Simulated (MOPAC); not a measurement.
MOPAC input (MNDO):

```
MNDO PRECISE GNORM=0.05 LET XYZ UHF MS=0.5 GEO-OK AUX(PRECISION=9) THREADS=1
CH7OSi2

C     2.47773500 1    0.02852600 1    0.49533300 1
Si    1.01021600 1   -0.29693100 1   -0.62402300 1
O    -0.36728400 1    0.00476700 1    0.22807800 1
Si   -1.99802300 1    0.16940400 1    0.21054200 1
H     2.44338800 1    1.05765900 1    0.86473500 1
H     2.47725100 1   -0.64418000 1    1.35387300 1
H     3.41190600 1   -0.11160000 1   -0.05200500 1
H     1.04166000 1    0.61108000 1   -1.81251900 1
H    -2.63872900 1   -1.12101400 1   -0.13398500 1
H    -2.39971200 1    1.19017600 1   -0.78585600 1
H    -2.43459900 1    0.59395700 1    1.55787000 1
```

Output:

```
 *******************************************************************************
 **                                                                           **
 **                              MOPAC v23.2.5                                **
 **                                                                           **
 *******************************************************************************
 ** MOPAC's Digital Object Identifier: https://doi.org/10.5281/zenodo.6511958 **
 **                                                                           **
 ** Please cite the open-source release paper for use of this MOPAC version:  **
 ** J. E. Moussa and J. J. P. Stewart (2026)                                  **
 ** MOPAC: An open-source semiempirical molecular orbital program             **
 ** J. Open Source Softw., 11(119), 8025, https://doi.org/10.21105/joss.08025 **
 *******************************************************************************

                              MNDO CALCULATION RESULTS

 *******************************************************************************
 *  MNDO       - The MNDO Hamiltonian to be used
 *  GEO-OK     - OVERRIDE INTERATOMIC DISTANCE AND OTHER SAFETY CHECKS
 *  UHF        - UNRESTRICTED HARTREE-FOCK CALCULATION
 *  MS=        - IN MECI, MAGNETIC COMPONENT OF SPIN =  0.5
 *  LET        - OVERRIDE SOME SAFETY CHECKS
 *  PRECISE    - TIGHTER CRITERIA TO BE USED
 *  XYZ        - CARTESIAN COORDINATE SYSTEM TO BE USED
 *  GNORM      - EXIT WHEN GRADIENT NORM DROPS BELOW 0.050
 *  AUX        - OUTPUT AUXILIARY INFORMATION
 *******************************************************************************
MNDO PRECISE GNORM=0.05 LET XYZ UHF MS=0.5 GEO-OK AUX(PRECISION=9) THREADS=1
 CH7OSi2

   ATOM   CHEMICAL          X               Y               Z
  NUMBER   SYMBOL      (ANGSTROMS)     (ANGSTROMS)     (ANGSTROMS)

     1       C          2.47773500  *   0.02852600  *   0.49533300  *
     2      Si          1.01021600  *  -0.29693100  *  -0.62402300  *
     3       O         -0.36728400  *   0.00476700  *   0.22807800  *
     4      Si         -1.99802300  *   0.16940400  *   0.21054200  *
     5       H          2.44338800  *   1.05765900  *   0.86473500  *
     6       H          2.47725100  *  -0.64418000  *   1.35387300  *
     7       H          3.41190600  *  -0.11160000  *  -0.05200500  *
     8       H          1.04166000  *   0.61108000  *  -1.81251900  *
     9       H         -2.63872900  *  -1.12101400  *  -0.13398500  *
    10       H         -2.39971200  *   1.19017600  *  -0.78585600  *
    11       H         -2.43459900  *   0.59395700  *   1.55787000  *

          CARTESIAN COORDINATES

    NO.       ATOM           X           Y           Z

     1         C          2.4777      0.0285      0.4953
     2        Si          1.0102     -0.2969     -0.6240
     3         O         -0.3673      0.0048      0.2281
     4        Si         -1.9980      0.1694      0.2105
     5         H          2.4434      1.0577      0.8647
     6         H          2.4773     -0.6442      1.3539
     7         H          3.4119     -0.1116     -0.0520
     8         H          1.0417      0.6111     -1.8125
     9         H         -2.6387     -1.1210     -0.1340
    10         H         -2.3997      1.1902     -0.7859
    11         H         -2.4346      0.5940      1.5579

  H: (MNDO): M.J.S. DEWAR, W. THIEL, J. AM. CHEM. SOC., 99, 4899, (1977)
  C: (MNDO): M.J.S. DEWAR, W. THIEL, J. AM. CHEM. SOC., 99, 4899, (1977)
  O: (MNDO): M.J.S. DEWAR, W. THIEL, J. AM. CHEM. SOC., 99, 4899, (1977)
 Si: (MNDO): M.J.S.DEWAR, ET. AL. ORGANOMETALLICS  5, 375 (1986)

           Empirical Formula: C H7 O Si2  =    11 atoms

      MOLECULAR POINT GROUP   :   C1

          UHF CALCULATION, NO. OF ALPHA ELECTRONS =   13
                           NO. OF BETA  ELECTRONS =   12

          Geometry optimization using EF

          DIAGONAL MATRIX USED AS START HESSIAN

 CYCLE:     1  GRAD.:   110.974 HEAT: -80.72243
 CYCLE:     2  GRAD.:   111.352 HEAT: -88.11675
 CYCLE:     3  GRAD.:   157.835 HEAT: -85.09781
 CYCLE:     4  GRAD.:   347.703 HEAT: -69.99535
 CYCLE:     5  GRAD.:    94.571 HEAT: -88.41908
 CYCLE:     6  GRAD.:   180.044 HEAT: -82.19597
 CYCLE:     7  GRAD.:   132.480 HEAT: -87.35141
 CYCLE:     8  GRAD.:   205.290 HEAT: -75.22749
 CYCLE:     9  GRAD.:   140.502 HEAT: -83.97582
 CYCLE:    10  GRAD.:   255.492 HEAT: -71.22589
 CYCLE:    11  GRAD.:   138.063 HEAT: -86.48477
 CYCLE:    12  GRAD.:   230.733 HEAT: -67.57521
 CYCLE:    13  GRAD.:   136.829 HEAT: -83.48010
 CYCLE:    14  GRAD.:   160.712 HEAT: -83.67534
 CYCLE:    15  GRAD.:    47.017 HEAT: -91.78480
 CYCLE:    16  GRAD.:    71.029 HEAT: -90.49348
 CYCLE:    17  GRAD.:    21.830 HEAT: -92.54089
 CYCLE:    18  GRAD.:    29.196 HEAT: -92.33596
 CYCLE:    19  GRAD.:     4.885 HEAT: -92.74835
 CYCLE:    20  GRAD.:     4.837 HEAT: -92.76377
 CYCLE:    21  GRAD.:     5.153 HEAT: -92.78329
 CYCLE:    22  GRAD.:     4.912 HEAT: -92.85771
 CYCLE:    23  GRAD.:     7.893 HEAT: -93.01166
 CYCLE:    24  GRAD.:     9.247 HEAT: -93.13788
 CYCLE:    25  GRAD.:     4.360 HEAT: -93.20748
 CYCLE:    26  GRAD.:     3.138 HEAT: -93.26150
 CYCLE:    27  GRAD.:     2.137 HEAT: -93.28020
 CYCLE:    28  GRAD.:     1.649 HEAT: -93.29472
 CYCLE:    29  GRAD.:     1.673 HEAT: -93.30314
 CYCLE:    30  GRAD.:     0.986 HEAT: -93.30797
 CYCLE:    31  GRAD.:     0.750 HEAT: -93.31071
 CYCLE:    32  GRAD.:     0.733 HEAT: -93.31333
 CYCLE:    33  GRAD.:     0.882 HEAT: -93.31629
 CYCLE:    34  GRAD.:     0.850 HEAT: -93.31919
 CYCLE:    35  GRAD.:     0.841 HEAT: -93.32203
 CYCLE:    36  GRAD.:     0.866 HEAT: -93.32519
 CYCLE:    37  GRAD.:     0.814 HEAT: -93.32876
 CYCLE:    38  GRAD.:     0.565 HEAT: -93.33083
 CYCLE:    39  GRAD.:     0.267 HEAT: -93.33169
 CYCLE:    40  GRAD.:     0.176 HEAT: -93.33188
 CYCLE:    41  GRAD.:     0.163 HEAT: -93.33197
 CYCLE:    42  GRAD.:     0.112 HEAT: -93.33203
 CYCLE:    43  GRAD.:     0.064 HEAT: -93.33206
 CYCLE:    44  GRAD.:     0.063 HEAT: -93.33209
 CYCLE:    45  GRAD.:     0.103 HEAT: -93.33211
 CYCLE:    46  GRAD.:     0.133 HEAT: -93.33216
 CYCLE:    47  GRAD.:     0.121 HEAT: -93.33222
 CYCLE:    48  GRAD.:     0.190 HEAT: -93.33242
 CYCLE:    49  GRAD.:     0.756 HEAT: -93.33214
 CYCLE:    50  GRAD.:     0.312 HEAT: -93.33270
 CYCLE:    51  GRAD.:     0.160 HEAT: -93.33287
 CYCLE:    52  GRAD.:     0.071 HEAT: -93.33320
 CYCLE:    53  GRAD.:     3.405 HEAT: -93.32581
 CYCLE:    54  GRAD.:     0.283 HEAT: -93.33354
 CYCLE:    55  GRAD.:     0.203 HEAT: -93.33372
 CYCLE:    56  GRAD.:     0.732 HEAT: -93.33372
 CYCLE:    57  GRAD.:     0.073 HEAT: -93.33397
 CYCLE:    58  GRAD.:     0.087 HEAT: -93.33393
 CYCLE:    59  GRAD.:     0.039 HEAT: -93.33394

     GRADIENT =  0.03924 IS LESS THAN CUTOFF =  0.05000

 -------------------------------------------------------------------------------
 MNDO PRECISE GNORM=0.05 LET XYZ UHF MS=0.5 GEO-OK AUX(PRECISION=9) THREADS=1
 CH7OSi2

     GEOMETRY OPTIMISED USING EIGENVECTOR FOLLOWING (EF).
     SCF FIELD WAS ACHIEVED

                              MNDO CALCULATION
                                                       MOPAC v23.2.5 Linux

          FINAL HEAT OF FORMATION =        -93.33394 KCAL/MOL =    -390.50919 KJ/MOL

          COSMO AREA              =        144.62 SQUARE ANGSTROMS
          COSMO VOLUME            =        139.05 CUBIC ANGSTROMS

          GRADIENT NORM           =          0.03924          =       0.01183 PER ATOM
          IONIZATION POTENTIAL    =          7.124337 EV
          ALPHA SOMO LUMO (EV)    =         -7.124  2.625
          BETA  SOMO LUMO (EV)    =        -10.472  0.883
          NO. OF ALPHA ELECTRONS  =         13
          NO. OF BETA  ELECTRONS  =         12
          MOLECULAR WEIGHT        =         91.2367         POINT GROUP:  C1

          MOLECULAR DIMENSIONS (Angstroms)

            Atom       Atom       Distance
            H    10    H     7     6.08061
            H     8    H    11     3.91263
            H     5    H     9     3.17115

          SCF CALCULATIONS        =         60

   ATOM   CHEMICAL          X               Y               Z
  NUMBER   SYMBOL      (ANGSTROMS)     (ANGSTROMS)     (ANGSTROMS)

     1       C          2.32550667  *   0.03449463  *   0.57535995  *
     2      Si          1.07794113  *  -0.25204758  *  -0.69128435  *
     3       O         -0.40867242  *   0.01212624  *  -0.14189997  *
     4      Si         -1.95048131  *   0.16373215  *   0.31169636  *
     5       H          2.32997180  *   1.08461791  *   0.92746944  *
     6       H          2.17442489  *  -0.60522908  *   1.46537491  *
     7       H          3.34058923  *  -0.18146496  *   0.19148370  *
     8       H          1.29387082  *   0.40446868  *  -1.89005411  *
     9       H         -2.59793775  *  -1.04846568  *   0.12998367  *
    10       H         -2.55868809  *   1.13978576  *  -0.46172679  *
    11       H         -1.99912749  *   0.52545170  *   1.64848257  *

                             CARTESIAN COORDINATES

   1    C        2.325506669     0.034494632     0.575359948
   2   Si        1.077941126    -0.252047582    -0.691284354
   3    O       -0.408672416     0.012126239    -0.141899973
   4   Si       -1.950481313     0.163732148     0.311696356
   5    H        2.329971804     1.084617911     0.927469435
   6    H        2.174424888    -0.605229082     1.465374907
   7    H        3.340589232    -0.181464958     0.191483697
   8    H        1.293870819     0.404468678    -1.890054114
   9    H       -2.597937753    -1.048465677     0.129983667
  10    H       -2.558688085     1.139785763    -0.461726789
  11    H       -1.999127493     0.525451699     1.648482570

           Empirical Formula: C H7 O Si2  =    11 atoms

      MOLECULAR POINT GROUP   :   C1

          ALPHA EIGENVALUES
 -39.70211 -30.70067 -19.94037 -16.98995 -14.78494 -13.89098 -13.69576 -13.48380
 -13.43994 -11.58247 -11.19040 -10.57284  -7.12434   2.62453   2.93200   3.00323
   3.26234   3.35254   3.37686   4.38035   4.44483   5.84886   6.17234

           BETA EIGENVALUES
 -39.50037 -30.56420 -19.89483 -16.68254 -14.53529 -13.74551 -13.59171 -13.42176
 -13.21939 -11.50033 -11.05848 -10.47162   0.88312   2.95992   3.04749   3.17554
   3.38190   3.52489   3.62697   4.44052   4.48957   6.02924   6.23014

              NET ATOMIC CHARGES AND DIPOLE CONTRIBUTIONS

  ATOM NO.   TYPE          CHARGE      No. of ELECS.   s-Pop       p-Pop
    1          C          -0.303679        4.3037     1.26140     3.04228
    2         Si           1.063564        2.9364     1.12738     1.80906
    3          O          -0.929990        6.9300     1.75104     5.17895
    4         Si           1.701772        2.2982     0.97625     1.32198
    5          H          -0.006221        1.0062     1.00622
    6          H          -0.000910        1.0009     1.00091
    7          H          -0.002653        1.0027     1.00265
    8          H          -0.309257        1.3093     1.30926
    9          H          -0.404657        1.4047     1.40466
   10          H          -0.404499        1.4045     1.40450
   11          H          -0.403470        1.4035     1.40347
 DIPOLE           X         Y         Z       TOTAL
 POINT-CHG.    -0.152    -1.877    -0.968     2.117
 HYBRID         0.311     1.508     0.760     1.717
 SUM            0.159    -0.369    -0.208     0.453

          ATOMIC ORBITAL ELECTRON POPULATIONS

     Atom    s        px        py        pz
    1  C   1.26140   1.05401   0.93651   1.05177
    2 Si   1.12738   0.48409   0.75803   0.56694
    3  O   1.75104   1.43375   1.88189   1.86330
    4 Si   0.97625   0.40982   0.45754   0.45463
    5  H   1.00622
    6  H   1.00091
    7  H   1.00265
    8  H   1.30926
    9  H   1.40466
   10  H   1.40450
   11  H   1.40347

                    (SZ)    =    0.500000
                    (S**2)  =    0.751077

          ATOMIC ORBITAL SPIN POPULATIONS

    Atom   Total    s     px     py     pz
         Atomic
    1  C  0.0252  0.011  0.009 -0.002  0.008
    2 Si  0.8528  0.210  0.005  0.613  0.024
    3  O  0.0463  0.005 -0.005  0.046 -0.000
    4 Si -0.0023 -0.001 -0.001  0.000 -0.001
    5  H  0.0101  0.010
    6  H -0.0005 -0.000
    7  H -0.0017 -0.002
    8  H  0.0649  0.065
    9  H -0.0002 -0.000
   10  H  0.0035  0.003
   11  H  0.0019  0.002

 **********************
 *                    *
 * JOB ENDED NORMALLY *
 *                    *
 **********************

 == MOPAC DONE ==
```

The geometry given is a B3LYP-D3(BJ)/def2-TZVP minimum.
